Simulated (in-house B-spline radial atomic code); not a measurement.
Configurations of La5+, with energies counted from [Kr] 4d10 5s2 (5p1/2)2 (5p3/2)2. Method: Dirac-Hartree-Fock, average of each configuration as written, Fermi nucleus of rms radius 4.855 fm. Calculated with a B-spline radial code for spherical atoms. Energies include first-order Breit, QED and recoil terms.

Occupations are held fixed; configurations that lie above the ionisation limit could autoionise.

| configuration | E - E(ref) (eV) | highest orbital | its <r> (bohr) |
| --- | --- | --- | --- |
| [Kr] 4d10 5s2 (5p3/2)3 7s1 | 55.86 | 7s1/2 | 5.022 |
| [Kr] 4d10 5s2 (5p1/2)1 (5p3/2)2 (7g9/2)1 | 66.801 | 7g9/2 | 10.34 |
| [Kr] 4d10 5s1 (5p1/2)2 (5p3/2)2 (9d5/2)1 | 86.187 | 9d5/2 | 12.89 |
| [Ar] 3d10 4s2 (4p1/2)2 (4p3/2)3 4d10 5s2 (5p3/2)4 (6d5/2)1 | 251.73 | 6d5/2 | 4.065 |
| [Ar] 3d10 4s2 (4p1/2)1 (4p3/2)4 4d10 5s2 (5p1/2)2 (5p3/2)2 (5f7/2)1 | 260.62 | 5f7/2 | 3.224 |
| [Ar] 3d10 4s2 (4p1/2)1 (4p3/2)4 4d10 5s2 (5p1/2)2 (5p3/2)2 (7f7/2)1 | 276.55 | 7f7/2 | 8.41 |

(1) Order these further configurations by energy, lowest first.
A. [Ar] (3d3/2)4 (3d5/2)5 4s2 4p6 4d10 5s2 (5p1/2)1 (5p3/2)4
B. [Kr] (4d3/2)3 (4d5/2)6 5s2 (5p1/2)2 (5p3/2)2 (6f5/2)1
C. [Ar] 3d10 4s2 (4p1/2)1 (4p3/2)4 4d10 5s2 (5p3/2)4 (9f5/2)1
D. [Kr] 4d10 5s2 (5p1/2)1 (5p3/2)3
E. [Kr] 4d10 5s2 (5p3/2)4

(2) How far above the reference does [Kr] 4d10 5s2 (5p1/2)2 (5p3/2)1 (6f5/2)1 lie?

Results:

(1) D (2.6496 eV), E (6.3784 eV), B (151.52 eV), C (288.55 eV), A (828.51 eV).

(2) 56.076 eV; its least bound orbital is 6f5/2 with <r> = 5.689 bohr.
